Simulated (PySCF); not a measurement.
Compound: C7H10OSi.
Numbering: `[CH:1]#[C:2][C@@H:3]1[CH:4]=[CH:5][CH2:6][Si@H:7]1[O:8][CH3:9]` (hydrogens: H10 on C1; H11 on C3; H12 on C4; H13 on C5; H14, H15 on C6; H16 on Si7; H17, H18, H19 on C9)

The closed-shell ground state was solved at several levels (PySCF, density fitting, gas phase, non-relativistic). The structure is a single PBE0-D3(BJ)/def2-SVP conformer in the gas phase; no vibrational or solvent corrections.

```json
{"level": "wB97X-D/def2-SVPD", "basis functions": "267", "total energy (Eh)": "-636.9734", "HOMO (eV)": "-8.91", "LUMO (eV)": "1.93", "gap (eV)": "10.84", "dipole (D)": "1.88"}
{"level": "PBE0/pcSseg-1", "basis functions": "210", "total energy (Eh)": "-636.8396", "HOMO (eV)": "-7.07", "LUMO (eV)": "0.22", "gap (eV)": "7.29", "dipole (D)": "2.02"}
```

(1) Estimate the row for HF/pcSseg-1, a basis of 210 functions; the other rows only guide the guess.

(2) Over all these levels, which gives the widest orbital gap and which the narrowest?

(3) How far do the dipole and the HOMO energy spread over the levels?

## Answers

(1) Total energy -634.5729 Eh, HOMO -9.56 eV, LUMO 4.09 eV, gap 13.65 eV, dipole 2.08 D.

(2) HF/pcSseg-1 (Hartree–Fock, all exact exchange) has the widest, 13.65 eV, and PBE0/pcSseg-1 (global hybrid, 25 % exact exchange) the narrowest, 7.29 eV. The two share the basis. From the narrowest to the widest the HOMO moves by -2.49 eV and the LUMO by +3.87 eV. The HOMO need not be the same orbital at Hartree–Fock and at DFT levels.

(3) The dipole runs from 1.88 to 2.08 D (mean 1.99 D) and the HOMO from -9.56 to -7.07 eV.

The pairwise dispersion term of wB97X-D wasn't added to the energies; at a given geometry it leaves orbitals and properties as they are.
